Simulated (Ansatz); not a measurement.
C10H22S, SMILES `CCCCCCCCCCS`, relaxed with RKS PBE0-D4/def2-TZVP in Ansatz from a PBE-D4/def2-SVP geometry. The force threshold is 0.005 eV/Å; the program also tests the step.

Charge 0, multiplicity 1.

Start:

```xyz
33

C    -0.496    3.946    2.922
C    -1.004    2.519    3.125
C    -1.066    1.699    1.832
C    -1.592    0.274    2.036
C    -1.730   -0.557    0.754
C    -0.408   -0.897    0.056
C    -0.590   -1.795   -1.173
C     0.710   -2.239   -1.855
C     1.515   -1.101   -2.495
C     2.781   -1.555   -3.224
S     2.345   -2.613   -4.673
H    -1.147    4.510    2.222
H    -0.463    4.512    3.875
H     0.529    3.954    2.494
H    -2.016    2.544    3.589
H    -0.355    1.990    3.859
H    -1.714    2.225    1.094
H    -0.053    1.670    1.374
H    -2.585    0.331    2.535
H    -0.928   -0.263    2.752
H    -2.393   -0.022    0.037
H    -2.257   -1.507    0.995
H     0.269   -1.404    0.782
H     0.113    0.041   -0.236
H    -1.161   -2.700   -0.870
H    -1.234   -1.272   -1.916
H     1.355   -2.769   -1.117
H     0.471   -2.993   -2.636
H     0.867   -0.538   -3.203
H     1.825   -0.371   -1.716
H     3.435   -2.131   -2.537
H     3.350   -0.675   -3.585
H     3.624   -2.812   -5.096
```

**Question.** By how much does the energy fall, and how many steps does the optimiser take? (Best estimate.)

**Answer.** Computed: 12.99 kJ/mol, in 8 steps.

**Question.** Which bonds change most? (Estimate.)

**Answer.** Ansatz gave: C10–S11 from 1.847 to 1.821 Å; S11–H33 from 1.362 to 1.342 Å; C10–H32 from 1.109 to 1.091 Å; C10–H31 from 1.110 to 1.093 Å.

**Question.** Give the relaxed structure. (Best estimate.)

**Answer.** The calculation gave: 
```xyz
33

C    -0.443    3.892    2.842
C    -0.986    2.492    3.069
C    -1.040    1.661    1.797
C    -1.583    0.258    2.023
C    -1.731   -0.573    0.756
C    -0.418   -0.904    0.063
C    -0.605   -1.794   -1.156
C     0.690   -2.225   -1.831
C     1.478   -1.075   -2.442
C     2.752   -1.505   -3.148
S     2.353   -2.544   -4.589
H    -1.061    4.443    2.126
H    -0.415    4.469    3.769
H     0.574    3.860    2.440
H    -1.991    2.552    3.502
H    -0.368    1.973    3.811
H    -1.665    2.175    1.055
H    -0.035    1.611    1.363
H    -2.560    0.335    2.514
H    -0.931   -0.271    2.730
H    -2.388   -0.047    0.052
H    -2.243   -1.511    1.003
H     0.251   -1.403    0.776
H     0.085    0.023   -0.229
H    -1.160   -2.690   -0.855
H    -1.240   -1.279   -1.887
H     1.324   -2.749   -1.105
H     0.458   -2.957   -2.611
H     0.842   -0.526   -3.146
H     1.763   -0.363   -1.661
H     3.391   -2.070   -2.465
H     3.301   -0.629   -3.495
H     3.602   -2.631   -5.072
```
